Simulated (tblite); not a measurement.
C4HN2OS (charge -1).
SMILES: `[C-]#[N+]c1ncc([O-])s1`

All values are computed: GFN2-xTB (tblite) harmonic vibrations without scaling, gas phase. This tight-binding method is rough: wavenumbers can miss measured ones by several per cent, in bad cases by 10 to 20.

Harmonic wavenumbers (cm⁻¹): 105.6, 148.2, 251.1, 372.0, 416.1, 423.8, 458.9, 500.7, 553.7, 587.7, 655.5, 688.0, 747.1, 1065.5, 1103.7, 1221.4, 1397.7, 1520.9, 1720.4, 2121.6, 3096.1.

A = 5164, B = 1306, C = 1042 MHz; mass 124.981 u (most abundant isotopes); point group Cs, symmetry number 1.

Q: Zero-point energy?

A: ½Σν̃ = 9578 cm⁻¹ = 27.38 kcal/mol.

Q: Give the ideal-gas entropy at 273.15 K and 1 bar in the rigid-rotor, harmonic-oscillator model (classical rotation).

A: Translation 39.97, rotation 27.96, vibration 12.66: S = 80.6 cal/(mol K).

Q: And Cp and H(273.15 K) − H(0)?

A: Cp = 24.86 cal/(mol K), of which vibrations give 16.91 (their classical limit is 21 R = 41.7); H(273.15 K) − H(0) = 4.26 kcal/mol without the zero-point energy, 2.09 from vibrations.

Q: What must be added to the electronic energy to get the Gibbs energy at 273.15 K and 1 bar?

A: ZPE + [H(273.15 K) − H(0)] − T·S = 27.38 + 4.26 − 22.01 = 9.63 kcal/mol.

Q: How do the functions run with temperature in this model?

A: 
| T (K) | S (cal/(mol K)) | Cp (cal/(mol K)) | H − H(0) (kcal/mol) | G − H(0) (kcal/mol) | ln q(vib) |
| --- | --- | --- | --- | --- | --- |
| 150 | 68.3 | 16.4 | 1.69 | -8.56 | 0.92 |
| 250 | 78.4 | 23.5 | 3.70 | -15.91 | 2.19 |
| 298.15 | 82.8 | 26.2 | 4.90 | -19.79 | 2.87 |
| 400 | 91.2 | 30.9 | 7.82 | -28.66 | 4.35 |
| 600 | 105.0 | 36.9 | 14.65 | -48.34 | 7.21 |
| 900 | 121.0 | 41.9 | 26.56 | -82.34 | 11.09 |

q(vib) and H(0) count from the zero-point level.

Q: Which modes carry the vibrational entropy at 273.15 K?

A: 105.6 cm⁻¹: 3.18; 148.2 cm⁻¹: 2.53; 251.1 cm⁻¹: 1.57; 372.0 cm⁻¹: 0.94; 416.1 cm⁻¹: 0.78; 423.8 cm⁻¹: 0.76 cal/(mol K); the other 15 give 2.90 together.

Hindered rotation and anharmonicity are outside this model.

The run took 0.19 s of wall time on an Arm Neoverse V2 with one thread, no GPU, on a shared host. The figure is for the frequency step alone.
